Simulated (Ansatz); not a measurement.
`[F][Ti]([F])([F])[O][SiH3]` + HBr → `[F][Ti]([F])([F])[Br]` + `O[SiH3]` at 400 K and 1 bar (ligand exchange at a Ti–O bond).

Gas-phase electronic energies from Ansatz, PBE0-D4/def2-TZVP geometries. CCSD(T)/CBS adds triple-zeta CCSD(T) − MP2 to the extrapolated MP2 energy (def2 sets, frozen cores). For Br, Ti outer-core shells are correlated without core-valence functions, which leaves a few kJ/mol of doubt a bond. Scalar relativity is left out up to krypton. Each species was taken in one conformer, which may not be the lowest.

```json
{"species": "`[F][Ti]([F])([F])[O][SiH3]`", "CCSD(T)/CBS energy (Eh)": "-1514.66287", "H − E (kJ/mol)": "135.9", "S (J/(mol·K))": "446.9"}
{"species": "HBr", "CCSD(T)/CBS energy (Eh)": "-2573.91920", "H − E (kJ/mol)": "27.6", "S (J/(mol·K))": "207.2"}
{"species": "`[F][Ti]([F])([F])[Br]`", "CCSD(T)/CBS energy (Eh)": "-3721.88725", "H − E (kJ/mol)": "50.3", "S (J/(mol·K))": "367.9"}
{"species": "`O[SiH3]`", "CCSD(T)/CBS energy (Eh)": "-366.69042", "H − E (kJ/mol)": "120.0", "S (J/(mol·K))": "276.4"}
```

H − E and S are ideal-gas, rigid-rotor, harmonic terms from PBE0-D4/def2-TZVP, for one conformer and one mirror image of each species. 1 Eh = 2625.50 kJ/mol, R = 8.31446 J/(mol·K).

Question: By hand: ΔE, ΔH, ΔS and ΔG.

Answer: ΔE = (-3721.88725) + (-366.69042) − (-1514.66287) − (-2573.91920) = 0.00440 Eh = 11.6 kJ/mol. Δ(H − E) = 50.3 + 120.0 − 135.9 − 27.6 = 6.8, so ΔH = 18.4 kJ/mol. ΔS = 367.9 + 276.4 − 446.9 − 207.2 = -9.8 J/(mol·K). ΔG = 18.4 − 400 × (-9.8)/1000 = 22.3 kJ/mol.

Question: By hand: the equilibrium constant, and the temperature at which ΔG would vanish if ΔH and ΔS stayed fixed.

Answer: log₁₀ K = −ΔG/(RT ln 10) = -2.9. ΔH and −TΔS have one sign here, so there is no such temperature.

The number of gas molecules stays the same, so ΔS is small and ΔH decides. A doubt of 5 kJ/mol in ΔE shifts log₁₀ K by 0.7 here. Other conformers and mirror images would add mixing entropy, several J/(mol·K) or more a flexible species. Modes under 60 cm⁻¹, often nearly free rotors, make the harmonic entropy too high. These are equilibria of isolated gas molecules and say nothing of rates. Largest T1 diagnostic: 0.022 (customary marks: 0.02 for closed shells, 0.045 for open ones).

ΔS is within the doubt of such terms, so its sign, and with it that verdict, could turn.
